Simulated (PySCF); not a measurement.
# Reading the logs of faulty runs: B4H6

All numbers below are calculated, not measured. The program is PySCF 2.14.0, an open-source quantum chemistry code, run on an isolated molecule that a program drew, which may never have been made. The molecule is B4H6 (charge 0, singlet), drawn as the SMILES string `BB(B)B`.

Each row is a Hartree-Fock (HF) and frozen-core CCSD(T) single point in the cc-pVDZ basis, meant for a local HF minimum. Run 1 is clean. Each other run has one planted mistake out of seven kinds, and not every kind appears here: one electron removed, one electron added, multiplicity raised by two, geometry at a saddle point, minimal basis STO-3G, one bond length entered in bohr, all coordinates scaled. The reference is restricted for singlets and unrestricted otherwise, and also for a bond in bohr. Adding or removing an electron swaps singlet and doublet. Electrons count all cores. HOMO and LUMO are orbital energies over both spins, the gradient is its largest component, and the lowest frequency (negative if imaginary) is given only where the gradient is small. Bond lengths are over the 9 bonds as drawn. T1 is the CCSD diagnostic: over 0.02 (restricted) or 0.045 (unrestricted) a single reference is doubtful.

Geometry of the clean run:
```xyz
10
B4H6, angstrom
B    -2.8196    1.1628    1.3352
B    -1.4110    0.6401    2.0671
B    -1.2324    0.7702    3.7238
B    -0.1814   -0.0132    1.1426
H    -2.9340    2.2941    0.9456
H    -3.7517    0.4198    1.1809
H    -0.7568    1.7556    4.2213
H    -1.5752   -0.1184    4.4569
H     0.6849    0.6811    0.6819
H    -0.1340   -1.1928    0.9166
```

| run | electrons | basis functions | <S^2> | HOMO (eV) | LUMO (eV) | gradient (hartree/bohr) | lowest frequency (cm^-1) | mean bond (Å) | longest bond (Å) | T1 | HF (hartree) | CCSD(T) (hartree) | mistake |
|---|---|---|---|---|---|---|---|---|---|---|---|---|---|
| 1 | 26 | 86 | 0.000 | -11.19 | 1.68 | 2.8e-05 | 177 | 1.3584 | 1.671 | 0.0193 | -102.14083 | -102.53869 | no fault |
| 2 | 26 | 26 | 0.000 | -9.77 | 6.35 | 2.5e-02 | - | 1.3584 | 1.671 | 0.0145 | -100.89423 | -101.07854 | minimal basis STO-3G |
| 3 | 26 | 86 | 0.000 | -11.60 | 1.99 | 5.8e-02 | - | 1.2497 | 1.538 | 0.0202 | -102.08910 | -102.48605 | all coordinates scaled |
| 4 | 26 | 86 | 0.678 | -9.65 | 1.31 | 2.3e-02 | - | 1.4772 | 2.271 | 0.0628 | -102.02419 | -102.42126 | ? |
| 5 | 26 | 86 | 2.045 | -6.65 | -1.72 | 7.7e-02 | - | 1.3584 | 1.671 | 0.0303 | -101.98693 | -102.37860 | ? |

**Which mistake was planted in run 4, and what did it cost?**

The mean bond changes by a factor of 1.087 and the longest by 1.359, so the molecule wasn't scaled as a whole. A length L in bohr read as angstrom grows by (1/0.5292 - 1) L = 0.890 L. The 9 bonds together grew by 9 x 0.1188 = 1.069 Å, which gives L = 1.202 Å. That is the length of one of the B-H bonds, 1.202 Å in the clean geometry. So the mistake is: one bond length entered in bohr. Subtracting run 1 and multiplying by 627.51 kcal/mol a hartree, the energy moved by 73.2 kcal/mol in HF and 73.7 kcal/mol in CCSD(T).

**Which mistake was planted in run 5, and what did it cost?**

Electrons, basis and geometry are unchanged, and <S^2> is 2.045, beside S(S+1) = 2.00 for a multiplicity of 3. So the mistake is: multiplicity raised by two. Subtracting run 1 and multiplying by 627.51 kcal/mol a hartree, the energy moved by 96.6 kcal/mol in HF and 100.5 kcal/mol in CCSD(T).

Cautions from the logs. Run 3: T1 is over the limit, so its CCSD(T) energy is less reliable; run 4: T1 is over the limit, so its CCSD(T) energy is less reliable.
